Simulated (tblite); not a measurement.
Compound: C₄H₃NOS.
Geometry (GFN2-xTB, Å), atoms numbered from 1 in this order:
```
atom  x, y, z in Å
N1    -1.7056   -0.7049    0.1146
C2    -0.7416    0.1827    0.0237
C3     0.6318    0.3707   -0.0506
C4     1.8583   -0.3041   -0.0748
S5     1.9673   -1.9381    0.0029
C6    -0.2010    1.5211   -0.0695
O7    -0.4041    2.6990   -0.1197
H8    -1.4881   -1.6914    0.1539
H9    -2.6722   -0.4197    0.1451
H10    2.7642    0.2893   -0.1481
```

Computed with GFN2-xTB (tblite): harmonic, unscaled wavenumbers at the GFN2-xTB geometry, gas phase. This tight-binding method is rough: wavenumbers can miss measured ones by several per cent, in bad cases by 10 to 20. One conformer, not necessarily the lowest.

Harmonic wavenumbers (cm⁻¹): 69.8, 95.6, 199.2, 247.6, 326.9, 398.4, 445.8, 542.3, 570.7, 584.2, 783.4, 790.0, 810.0, 967.8, 1032.3, 1120.2, 1259.6, 1418.1, 1458.4, 1704.1, 2054.6, 2992.5, 3392.3, 3465.8.

A = 4217, B = 1354, C = 1025 MHz; mass 112.994 u (most abundant isotopes); point group Cs, symmetry number 1.

Zero-point energy?

½Σν̃ = 13365 cm⁻¹ = 159.88 kJ/mol.

What is S at 273.15 K and 1 bar for an ideal gas of classical rigid rotors and harmonic oscillators?

Translation 165.99, rotation 117.73, vibration 65.08: S = 348.8 J/(mol K).

And Cp and H(273.15 K) − H(0)?

Cp = 105.81 J/(mol K), of which vibrations give 72.55 (their classical limit is 24 R = 199.5); H(273.15 K) − H(0) = 18.91 kJ/mol without the zero-point energy, 9.83 from vibrations.

Blend soft modes into free rotors: weight 1/[1 + (100 cm⁻¹/ν̃)⁴] for the oscillator and the rest for a rotor with moment μB/(μ + B), μ = h/(8π²ν), B = 10⁻⁴⁴ kg m². What vibrational entropy results?

60.99 J/(mol K) in place of 65.08, which changes −T·S at 273.15 K by +1.12 kJ/mol.

What must be added to the electronic energy to get the Gibbs energy at 273.15 K and 1 bar?

ZPE + [H(273.15 K) − H(0)] − T·S = 159.88 + 18.91 − 95.28 = 83.51 kJ/mol.

Which modes carry the vibrational entropy at 273.15 K?

69.8 cm⁻¹: 16.68; 95.6 cm⁻¹: 14.11; 199.2 cm⁻¹: 8.29; 247.6 cm⁻¹: 6.67; 326.9 cm⁻¹: 4.75; 398.4 cm⁻¹: 3.53 J/(mol K); the other 18 give 11.06 together.

Hindered rotation and anharmonicity are outside this model. Other conformers, if any are populated, would add a mixing term that is left out.

Hardware: one thread, Arm Neoverse V2 (aarch64), on a shared host. Cost: 0.19 s. This covers the Hessian and the dipole derivatives.
